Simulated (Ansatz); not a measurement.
C2H6OSi2 (`C[SiH]1[SiH2]C1=O`). Charge 0, multiplicity 1. All single points use the PBE0-D4/def2-TZVP geometry.

```xyz
11

C    -0.293   -1.639   -0.688
Si    0.508   -0.023   -0.217
Si   -1.027    1.990    0.643
C     0.233    0.786    1.502
O     0.651    0.619    2.615
H    -0.473   -1.696   -1.764
H     0.356   -2.470   -0.400
H    -1.244   -1.755   -0.165
H     1.717    0.325   -1.004
H     0.167    2.842    0.235
H    -0.597    1.020   -0.756
```

Task: What is the dipole moment at PBE/def2-TZVPP? (Estimate.)

Result: Ansatz gave: 3.21 D, with components (-0.12, -1.72, -2.71) D in this frame, pointing from negative to positive charge.

Task: And with r2SCAN, B3LYP, ωB97M-V? (An estimate is asked.)

Result: The calculation gave: r2SCAN 3.38 D, B3LYP 3.46 D, ωB97M-V 3.55 D.

Task: Give the Mulliken charges with PBE, B3LYP, r2SCAN in def2-TZVPP. (An estimate is asked.)

Result: Ansatz gave: 
| atom | PBE | B3LYP | r2SCAN |
| --- | --- | --- | --- |
| C1 | -0.34 | -0.36 | -0.27 |
| Si2 | 0.19 | 0.30 | 0.29 |
| Si3 | -0.03 | 0.05 | 0.04 |
| C4 | 0.12 | 0.10 | 0.11 |
| O5 | -0.21 | -0.25 | -0.28 |
| H6 | 0.12 | 0.11 | 0.09 |
| H7 | 0.12 | 0.11 | 0.09 |
| H8 | 0.12 | 0.12 | 0.09 |
| H9 | -0.04 | -0.05 | -0.05 |
| H10 | -0.03 | -0.06 | -0.06 |
| H11 | -0.02 | -0.07 | -0.05 |

B3LYP here is the variant with VWN-RPA as its local correlation; programs differ in this.
